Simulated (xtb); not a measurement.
CH$_{2}$NS, doublet, geometry from GFN2-xTB; GFN-FF (xtb).

The xtb input:
```
$ xtb mol.xyz --gfnff --uhf 1 --json

# file mol.xyz
5

N     -1.58263000    -0.00053854     0.04940306
C     -0.36981097    -0.48496081     0.00133664
S      1.09135866     0.15905915    -0.03072676
H     -1.79109446     0.99541301     0.07687985
H     -2.37336827    -0.62682478     0.06090696
```

The log (banner, timings and long lists left out):

```
   ID    Z sym.   atoms
    1    7 N      1
    2    6 C      2
    3   16 S      3
    4    1 H      4, 5

           -------------------------------------------------
          |                Calculation Setup                |
           -------------------------------------------------

          ==================== Thresholds ====================
          CN  :   150.00000
          rep :   500.00000
          disp:  2500.00000
          HB1 :   250.00000
          HB2 :   450.00000

          Pauling EN used:
          Z : 1  EN :  2.20
          Z : 6  EN :  2.55
          Z : 7  EN :  3.04
          Z :16  EN :  2.58
          electric field strengths (au): 0.000

           -------------------------------------------------
          |           Force Field Initialization            |
           -------------------------------------------------

          distances ...
          ----------------------------------------
          generating topology and atomic info file ...
          pair mat ...
          computing topology distances matrix with Floyd-Warshall algo ...
          making topology EEQ charges ...
          #fragments for EEQ constrain: 1
          ----------------------------------------
          generating topology and atomic info file ...
          pair mat ...
          computing topology distances matrix with Floyd-Warshall algo ...
          making topology EEQ charges ...
          #fragments for EEQ constrain: 1
          rings ...
          # BATM   4
          # H in HB   2
          doing iterative Hueckel for 1 subsystem(s) ...

  atom   neighbors  erfCN metchar sp-hybrid imet pi  qest     coordinates
    1  N       3    2.82   0.00         3    0    1  -0.144   -2.990737   -0.001018    0.093358
    2  C       2    1.92   0.00        -2    0    1  -0.188   -0.698841   -0.916443    0.002526
    3  S       1    1.02   0.00         2    0    1   0.074    2.062369    0.300578   -0.058065
    4  H       1    0.98   0.00         0    0    0   0.129   -3.384678    1.881058    0.145282
    5  H       1    0.98   0.00         0    0    0   0.129   -4.485016   -1.184527    0.115097

          #atoms :   5
          #bonds :   4
          #angl  :   4
          #tors  :   3
          #nmol  :   1
          #optfrag :   1
           -------------------------------------------------
          |                   G F N - F F                   |
          |          A general generic force-field          |
          |                  Version 1.0.3                  |
           -------------------------------------------------
          Number of HB bonds (bound hydrogen)     24
          Number of HB bonds (unbound hydrogen)   12
          Number of XB bonds                      0

         :::::::::::::::::::::::::::::::::::::::::::::::::::::
         ::                     SUMMARY                     ::
         :::::::::::::::::::::::::::::::::::::::::::::::::::::
         :: total energy              -0.752924946680 Eh    ::
         :: gradient norm              0.023342524544 Eh/a0 ::
         ::.................................................::
         :: bond energy               -0.773239829486 Eh    ::
         :: angle energy               0.004942123505 Eh    ::
         :: torsion energy             0.000000000000 Eh    ::
         :: repulsion energy           0.042696217198 Eh    ::
         :: electrostat energy        -0.025817812781 Eh    ::
         :: dispersion energy         -0.001518029484 Eh    ::
         :: HB energy                 -0.000000000021 Eh    ::
         :: XB energy                  0.000000000000 Eh    ::
         :: bonded atm energy          0.000012384390 Eh    ::
         :: external energy            0.000000000000 Eh    ::
         :: add. restraining           0.000000000000 Eh    ::
         :: total charge               0.000000000000 e     ::
         :::::::::::::::::::::::::::::::::::::::::::::::::::::

           -------------------------------------------------
          |                Property Printout                |
           -------------------------------------------------

molecular dipole:
                 x           y           z       tot (Debye)
 q only:       -0.298       0.292       0.015       1.061

           -------------------------------------------------
          | TOTAL ENERGY               -0.752924946680 Eh   |
          | GRADIENT NORM               0.023342524544 Eh/α |
           -------------------------------------------------
########################################################################
[WARNING] Runtime exception occurred
-1- gfnff_setup: Could not read topology file.
########################################################################

normal termination of xtb
```
